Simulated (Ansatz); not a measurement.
GeMe4 (C₄H₁₂Ge): single points at one geometry.

```yaml
crystal:
  periodic: [false, false, false]
  atoms:
    - {symbol: Ge, position_ang: [0.000048, 0.000009, -0.000023]}
    - {symbol: C, position_ang: [-0.002485, -0.017069, 1.973053]}
    - {symbol: H, position_ang: [-1.039908, -0.018205, 2.363579]}
    - {symbol: H, position_ang: [0.517433, 0.876369, 2.373321]}
    - {symbol: H, position_ang: [0.513536, -0.919575, 2.357729]}
    - {symbol: C, position_ang: [1.861211, 0.008452, -0.655258]}
    - {symbol: H, position_ang: [1.886506, 0.014579, -1.763444]}
    - {symbol: H, position_ang: [2.405379, -0.890053, -0.301226]}
    - {symbol: H, position_ang: [2.400577, 0.905930, -0.291419]}
    - {symbol: C, position_ang: [-0.931760, 1.615271, -0.645001]}
    - {symbol: H, position_ang: [-0.938705, 1.647459, -1.753008]}
    - {symbol: H, position_ang: [-0.429519, 2.531533, -0.274903]}
    - {symbol: H, position_ang: [-1.982249, 1.629073, -0.291375]}
    - {symbol: C, position_ang: [-0.926917, -1.606667, -0.672816]}
    - {symbol: H, position_ang: [-1.975213, -1.633391, -0.313469]}
    - {symbol: H, position_ang: [-0.417677, -2.527616, -0.324560]}
    - {symbol: H, position_ang: [-0.940237, -1.616119, -1.781191]}
basis:
  gaussian: {orbitals: def2-TZVP, initial_orbitals: start.molden}
magnetization: {spin_polarized: true, initial_magnetization: 2}
hamiltonian: {xc: pbe, dispersion: d4}
scf: {omitted_lower_state_checks: [starts]}
output: {orbitals: {seedname: orbitals}}
```

The file start.molden holds the orbitals of an earlier run on this structure, at another level or in another basis.

```sh
$ ansatz run in.yaml --threads 2 --pin off --events-out ev --progress --plain --max-ram 32768MiB --backend cpu
```

It prints (some lines left out):

```
Functional definition: PBE
1606 factors; their error is unknown
mean field evaluation 1: about -60842.4083 eV, gradient 8.0e0 eV
mean field evaluation 2: about -60842.5728 eV, gradient 2.5e-1 eV
mean field evaluation 4: about -60842.4886 eV, gradient 3.6e-2 eV
mean field evaluation 8: about -60842.5520 eV, gradient 2.0e0 eV
mean field evaluation 16: about -60842.5994 eV, gradient 2.7e-5 eV
mean field -60842.59943183 eV, -2235.9242885245 hartree, gradient 2.9e-6 eV, S^2 2.002043; 0 other end points of the search recorded, 0 dependent functions left out
reference -60842.59949186 eV, -2235.9242907307 hartree; 35, 33 occupied and 209, 211 virtual orbitals, 1606 factors
Total energy: -60842.94236433 eV, -2235.9368910616 hartree
Checks for a lower state left out: starts
```

Hardware: 2 threads of AMD EPYC 7R13 on a shared host. Wall time 23 s.

The first input with `hamiltonian: {xc: r2scan, dispersion: d4}` (abridged; 35 s):

```
Functional definition: r2SCAN
mean field -60854.22796465 eV, -2236.3516292238 hartree, gradient 3.3e-6 eV, S^2 2.005567
Total energy: -60854.32032836 eV, -2236.3550235274 hartree
Checks for a lower state left out: starts
```

As the first input, with `gaussian: {orbitals: def2-TZVP}`, `hamiltonian: {xc: pbe0, dispersion: d4}` (abridged; 34 s):

```
Functional definition: PBE0
mean field evaluation 16: about -60844.2482 eV, gradient 3.3e-1 eV
mean field evaluation 32: about -60844.5067 eV, gradient 6.1e-6 eV
mean field -60844.50670028 eV, -2235.9943793475 hartree, gradient 6.1e-6 eV, S^2 2.003934
Total energy: -60844.80080600 eV, -2236.0051875334 hartree
Checks for a lower state left out: starts
```

Geometry: PBE-D4/def2-SVP, that of the neutral singlet.

At PBE-D4/def2-TZVP the gap within one spin of the charge 0 triplet nearly closes, so an electron or hole may be smeared out by delocalisation error. At PBE0-D4/def2-TZVP a singlet of charge 0 lies 7.58 eV below the triplet at the same geometry.
